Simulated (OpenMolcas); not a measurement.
## Ne5+: the spin-orbit constant, worked from levels

| Item | Value |
| --- | --- |
| Program | OpenMolcas 26.06 |
| Basis | ANO-R2 [4s4p2d1f] |
| Scalar Hamiltonian | X2C, finite nucleus |
| Active space | 3 electrons in 4 orbitals (2s 2p) |
| State averaging | 2S+1 = 4 odd, 1 root; 2S+1 = 2 odd, 8 roots (3 in the spin-orbit step); 2S+1 = 4 even, 3 roots; 2S+1 = 2 even, 9 roots |
| Spin-orbit coupling | RASSI with atomic mean-field integrals over the reference wave functions, term energies averaged over their components |

Methods: CASSCF; SS-CASPT2, IPEA 0.25 Eh, imaginary shift 0.1 Eh (closed shells correlated: 1s). Measured levels: NIST levels in Podobedova, Fuhr, Reader and Wiese, J. Phys. Chem. Ref. Data 33, 525 (2004).

**The spin-orbit constant.** For the Hund term ²P° of p1, E(J) = (A/2) J(J+1) + constant and ζ = 2S·A = A. From J = 1/2 to J = 3/2 the energy changes by 1.5 A.

| Source | E(3/2) - E(1/2) | A | ζ |
| --- | --- | --- | --- |
| CASSCF | 1207.6 | 805.1 | 805 |
| SS-CASPT2 | 1207.6 | 805.1 | 805 |
| measured | 1310.0 | 873.3 | 873 |

All in cm-1. SS-CASPT2 is off by -7.8 % and CASSCF by -7.8 %. Both methods take the spin-orbit matrix elements from the reference wave functions, so the second can move ζ only through the term energies and any multistate remixing.

Computed and measured levels are paired by configuration, term and J; levels that our copy of the source lacks, or whose pairing is in doubt (as where it misses far off the trend of its configuration), stay unpaired and out of the deviations. Only configurations of the active space appear.

° marks odd parity.
